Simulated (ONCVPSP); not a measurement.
## What the settings do to the ONCV potential of Sn

Base potential:

```
Element                 : Sn
Generator               : ONCVPSP 4.0.1
Type                    : optimised norm-conserving Vanderbilt (ONCV)
Functional              : PBEsol
Relativity              : scalar-relativistic
Frozen core             : [Kr] 4d10
Valence charge          : 4
Reference configuration : 5s2 5p0.5 (charge +1.5)
Partial waves           : 5s: rc 1.70 bohr, ncon 4, nbas 8, qcut 3.5 1/bohr, 3 projectors, debl 0.9 Ha; 5p: rc 2.45 bohr, ncon 5, nbas 10, qcut 3.3 1/bohr, 2 projectors, debl 1.1 Ha; d scattering state at 0.02 Ha: rc 2.30 bohr, ncon 4, nbas 9, qcut 3.9 1/bohr, 3 projectors, debl 3.3 Ha
Local potential         : polynomial inside 1.10 bohr (lpopt 5, dvloc0 0 Ha)
Core correction         : none
```

Cutoffs, loose and tight: the cutoffs (Ha) at which the residual kinetic energy of the hardest occupied pseudo-wave falls to 1 and 0.1 mHa per electron. They do not see the model core or the augmentation charge, which bear on the density cutoff. Test errors are all-electron minus pseudo excitation energies from the reference, over the configurations 5s2 5p2; 5s2 5p1; 5s2 5p0; 5s0 5p4. A dash means not determined; rows that change the core or the reference have their own tests.

For the base: The cutoffs count occupied waves only; projector 3 of the d channel, the hardest unoccupied one, needs 90 Ha at the loose tolerance.

A true bound ghost makes a file unfit for plane-wave use even where its test errors are small: the radial tests pick states by their node count and pass the ghost by.

```tsv
change	outcome	cutoff, loose	cutoff, tight	bound ghosts	GHOST(+) flags above zero	largest test error (meV)
base	generated	11 Ha	56 Ha	s, p, d	s, d	+61
all radii scaled by about 0.79 (s 1.34, p 1.94, d 1.82 bohr); local potential polynomial inside 0.88 bohr (lpopt 5, dvloc0 0 Ha)	failed: optimize: ERROR ps0norm > uunorm, code will stop	–	–	–	–	–
all radii scaled by about 0.89 (s 1.52, p 2.18, d 2.04 bohr); local potential polynomial inside 0.98 bohr (lpopt 5, dvloc0 0 Ha)	failed: optimize: ERROR ps0norm > uunorm, code will stop	–	–	–	–	–
all radii scaled by about 1.11 (s 1.88, p 2.72, d 2.56 bohr); local potential polynomial inside 1.22 bohr (lpopt 5, dvloc0 0 Ha)	failed: ERROR pspot: first pseudo wave function has node, program will stop	–	–	–	–	–
all radii scaled by about 1.22 (s 2.06, p 2.98, d 2.80 bohr); local potential polynomial inside 1.34 bohr (lpopt 5, dvloc0 0 Ha)	generated, projector energies reset by the program	6.3 Ha	29 Ha	s	s, p, d	+77
all radii scaled by about 1.30 (s 2.20, p 3.18, d 2.98 bohr); local potential polynomial inside 1.42 bohr (lpopt 5, dvloc0 0 Ha)	generated, projector energies reset by the program	5.9 Ha	25 Ha	s	p, d	+75
```

Reading the sweep of the scale of all radii (base = 1) (base included, trends over the rows without a ghost): Bound ghosts are found at 1, 1.22, 1.3. Every judged row has one, so this setting neither creates nor removes them. The generation fails at 0.79, 0.89, 1.11.
